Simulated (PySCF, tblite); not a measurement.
Isomers of C4H11NSSi. Computed with GFN2-xTB (tblite): harmonic, unscaled wavenumbers at the GFN2-xTB geometry, gas phase. Errors from tens to a few hundred cm⁻¹ against measured bands are possible. Modes of hydrogen on silicon and sulfur can be 10 to 20 % off. One conformer each.

Electronic energies: PBE0/pcSseg-1 single points on the GFN2-xTB geometries (PySCF, gas phase).

| SMILES | electronic energy, lowest = 0 (kJ/mol) |
| --- | --- |
| C=CCC[Si@@H](N)S | 0.0 |
| C=N[SiH2][C@@H](C)CS | 147.5 |
| C=C(C)S[SiH2]NC | 62.9 |

Task: How do GFN2-xTB zero-point energies change the relative energies?

Result: 
```tsv
SMILES	ZPE (kJ/mol)	of it from modes above 1550 cm⁻¹	electronic (kJ/mol)	with ZPE, lowest = 0 (kJ/mol)	lowest mode (cm⁻¹)	rings
C=CCC[Si@@H](N)S	368.7	206.8	0.0	0.0	33	0
C=C(C)S[SiH2]NC	368.8	202.8	62.9	63.1	3i	0
C=N[SiH2][C@@H](C)CS	360.5	194.4	147.5	139.3	39	0
```

The zero-point energies span 8.3 kJ/mol, from `C=N[SiH2][C@@H](C)CS` to `C=C(C)S[SiH2]NC`. Slightly imaginary modes are left out of the zero-point energy: `C=C(C)S[SiH2]NC` 2.7i cm⁻¹. The order is unchanged.

Task: And how do the electronic energies of GFN2-xTB itself compare?

Result: `C=CCC[Si@@H](N)S` 30.8; `C=C(C)S[SiH2]NC` 0.0; `C=N[SiH2][C@@H](C)CS` 104.5 kJ/mol, lowest = 0. Against the energies above, taken from the same isomer `C=CCC[Si@@H](N)S`, the largest difference is 93.7 kJ/mol.
